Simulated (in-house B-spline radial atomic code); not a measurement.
How numerical settings move a run on Cu IV (Cu3+), [Ar] 3d8. Computed with an all-electron radial atomic-structure program (B-spline basis): non-relativistic CAM-B3LYP, spin-polarised, spherical fractional occupations, point nucleus.

Command:
```bash
python run_scf.py task.json out
```
Settings of the sound reference run:
```
Z                29
electrons        26
configuration    [Ar] 3d8
hamiltonian      nr
method           camb3lyp
spin_polarised   True
knot_spacing     0.22
spline_order     8
gauss_points     12
box_radius       16.22
max_iterations   70
damping          0.5
damped_steps     3
diis_vectors     10
tolerance        1e-08
start            Thomas-Fermi
```

Run time, properties included: 0.5 s on 1 thread of Arm Neoverse V1, on a shared host.

It converges in 10 iterations to -1637.974517 hartree, with 3d down at -48.9277 eV. The other runs change the listed settings, some to values that make no sense; their results aren't properties of the atom or ion. Radii are in bohr (the nuclear one in fm), a minus after a letter asks for a j subshell, and «unchanged» means within 1e-8 hartree. The run stops when the residual is below 10 × tolerance × max(1, Z/10), or a noise floor if that is larger, and the energy moves by less than 1e-8 × √|E| hartree; so very loose and very tight tolerances often act alike.

| changed settings | outcome |
| --- | --- |
| diis_vectors = 2 | converged in 10 iterations, energy unchanged, 3d down level -2.0e-05 eV |
| damped_steps = 8 | converged in 14 iterations, energy unchanged, 3d down level -3.3e-05 eV |
| damped_steps = 1 | converged in 11 iterations, energy unchanged, 3d down level -1.3e-05 eV |
| electrons = 27, configuration = [Ar] 3d8 4s-1, max_iterations = 100 | stopped with error: j subshells need the Dirac Hamiltonian and l > 0 |
| gauss_points = 3 | converged in 10 iterations, energy -3.47e+05 hartree from the reference, 3d down level +1.9e+00 eV |
| diis_vectors = 1 | not converged after 70 iterations, last residual 9.6e-01, last energy +3.11e+01 hartree from the reference |
| hamiltonian = dirac, method = hf, nucleus = fermi, rms_radius = 3.8823, mass_number = 63, atomic_mass = 62.9296, speed_of_light = 137.036 | stopped with error: spin polarisation is not served with the Dirac Hamiltonian |
| damped_steps = 30 | converged in 21 iterations, energy unchanged, 3d down level -1.3e-05 eV |
| max_iterations = 8, damped_steps = 1 | not converged after 8 iterations, last residual 1.7e-05, last energy +4.20e-09 hartree from the reference |
| gauss_points = 4 | converged in 10 iterations, energy -5.53e-07 hartree from the reference |
| box_radius = 2.43, max_iterations = 50, damping = 0 | converged in 10 iterations, energy +2.63e-01 hartree from the reference, 3d down level +4.5e+00 eV (the program warns: 3d down reaches the box edge; 3s up reaches the box edge) |

(1) What happens with gauss_points = 16?

(2) What happens with electrons = 34, configuration = [Ar] 3d8 5s2 5p6, max_iterations = 60?

(3) What happens with spline_order = 3, gauss_points = 16, max_iterations = 60, damped_steps = 30, tolerance = 0.0001?

(4) What happens with max_iterations = 50, damped_steps = 0, tolerance = 1e-10, start = bare nucleus?

Results:

(1) Converged in 10 iterations, energy unchanged.

(2) Converged in 14 iterations to -1638.0867 hartree, a different physical problem (warning: 5s up has a positive eigenvalue: unbound, held by the box).

(3) Converged in 12 iterations, energy +3.65e-02 hartree from the reference, 3d down level -8.2e-03 eV.

(4) Converged in 13 iterations, energy unchanged, 3d down level -1.7e-05 eV.
